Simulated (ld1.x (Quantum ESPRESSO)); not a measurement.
**Transferability test, ultrasoft potential for antimony**

```
Element                 : antimony (Sb)
Generator               : ld1.x (Quantum ESPRESSO) 7.5
Type                    : ultrasoft
Functional              : PBE
Relativity              : scalar-relativistic
Frozen core             : [Kr]
Valence charge          : 15
Reference configuration : 4d10 5s1.5 5p3.5
Partial waves           : 5s (bound): rcut 1.65, rcutus 2.30 bohr; 5s channel at -0.5 Ry: rcut 1.65, rcutus 2.30 bohr; 5p (bound): rcut 1.95, rcutus 2.65 bohr; 5p channel at 0.05 Ry: rcut 1.95, rcutus 2.65 bohr; 4d (bound): rcut 0.95, rcutus 1.00 bohr; 4d channel at -1.85 Ry: rcut 0.95, rcutus 1.00 bohr
Local potential         : all-electron potential smoothed inside 2.10 bohr (lloc = -2)
Core correction         : a·sin(br)/r model core, default radius (core density twice the valence density)
Augmentation charge     : PSQ, inside the norm-conserving radii
```

Energies are relative to the spin-unpolarised reference configuration 4d10 5s1.5 5p3.5; without spin polarisation the order of configurations can differ from experiment. The frozen-core shift is the all-electron ΔE with the core orbitals held at their reference shape minus the fully relaxed ΔE.

```tsv
valence configuration	charge	ΔE all-electron (eV)	error AE − PS (meV)	frozen-core shift (meV)
4d10 5s2 5p3	0	-4.029	0.0	-0.1
4d10 5s2 5p2	+1	4.288	-2.4	+1.5
4d10 5s2 5p1	+2	20.256	-7.2	+5.0
4d9 5s2 5p4	0	27.091	-173	+131
4d9 5s2 5p3	+1	36.707	-160	+139
4d10 5s2 5p0	+3	44.669	-16	+12
4d10 5s1 5p3	+1	13.020	-2.8	+2.0
```

Levels in the configuration 4d10 5s2 5p1:

```csv
level,all-electron (eV),pseudo (eV)
4d,-51.858,-51.784
5s,-29.416,-29.414
5p,-20.081,-20.082
```

A variational frozen-core shift is positive and of second order in the change. This column holds negative values, so the frozen-core run of ld1.x carries numerical noise or an error of first order here, and the column gives no more than the rough size of the effect.
